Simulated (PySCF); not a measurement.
Gas-phase reaction: 2 HBr + Br2 + 2 Si2H5 ⇌ 4 SiH3Br

Method: PySCF energies (xtb for GFN2) plus ideal-gas RRHO corrections (1 bar). † marks an energy on the PBE0/def2-TZVP geometry and frequencies; other levels use their own. MP2 freezes the core. 6-31G* has spherical d functions here. Open shells (unrestricted): Si2H5 (multiplicity 2); the rest are closed-shell singlets. GFN2 has no spin-polarisation term. Br: all electrons, no relativistic terms. Si2H5: computed as isolated molecules; such fragments, hydroxides, amides, oligomers or adducts are transient or little studied in the gas. MP2 isn't extrapolated to the basis-set limit.

| level | ΔH°(298 K), kJ |
|---|---|
| GFN2-xTB | (withheld) |
| HF/6-31G* | -707 |
| MP2/def2-SVP† | -731 |
| PBE/def2-SVP | -650 |
| LDA/def2-TZVP† | -707 |
| ωB97M-V/def2-TZVP† | (withheld) |
| ωB97X-V/def2-TZVP† | (withheld) |

Question: Some entries are withheld; supply them.

Answer: 
- GFN2-xTB, ΔH°(298 K), kJ: -884
- ωB97M-V/def2-TZVP†, ΔH°(298 K), kJ: -750
- ωB97X-V/def2-TZVP†, ΔH°(298 K), kJ: -742
